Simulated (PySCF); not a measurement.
**Bonding in ethylboronic acid**

Species: ethylboronic acid, C2H7BO2.
Atom-mapped SMILES: `[CH3:1][CH2:2][B:3]([OH:4])[OH:5]` (hydrogens: H6, H7, H8 on C1; H9, H10 on C2; H11 on O4; H12 on O5)

Geometry (PBE0-D3(BJ)/def2-SVP, Å), atoms numbered from 1 in this order:
```xyz
12
C2H7BO2 angstrom
C     -1.624    0.095    0.330
C     -0.384    0.244   -0.545
B      0.978   -0.088    0.185
O      1.098    0.177    1.514
O      2.072   -0.608   -0.452
H     -1.536    0.704    1.242
H     -2.543    0.401   -0.195
H     -1.763   -0.949    0.655
H     -0.300    1.292   -0.891
H     -0.486   -0.354   -1.468
H      1.980   -0.043    1.835
H      1.913   -0.777   -1.384
```

Bond orders from the PBE0/pcSseg-1 density (PySCF). The structure is a single PBE0-D3(BJ)/def2-SVP conformer in the gas phase; no vibrational or solvent corrections.

(1) How far do the computed orders between heavy atoms stray from the drawn ones?

(2) Give the Mayer order of every bond, beside its length.

(3) Sum the orders of all bonds at each heavy atom with more than one neighbour and set the sums beside the valence in the SMILES.

## Answers

(1) The largest departure is 0.237, at B3–O4 (drawn single, 1.237). Drawn single, order above 1.12: B3–O4 (1.237) and B3–O5 (1.224).

(2) 
```
  bond  drawn as  length (Å)  Mayer order
 C1–C2    single       1.525        1.055
 C2–B3    single       1.580        0.952
 B3–O4    single       1.360        1.237
 B3–O5    single       1.369        1.224
 C1–H6    single       1.100        0.966
 C1–H7    single       1.101        0.969
 C1–H8    single       1.102        0.972
 C2–H9    single       1.108        0.935
C2–H10    single       1.105        0.956
O4–H11    single       0.964        0.928
O5–H12    single       0.961        0.934
```

(3) C1 3.962 (drawn 4), C2 3.898 (drawn 4), B3 3.413 (drawn 3), O4 2.165 (drawn 2), O5 2.158 (drawn 2). Orders between atoms that aren't bonded are not in these sums.

The Mayer order sums products of elements of PS (density times overlap matrix) between the two atoms' basis functions, so it depends on the basis set.
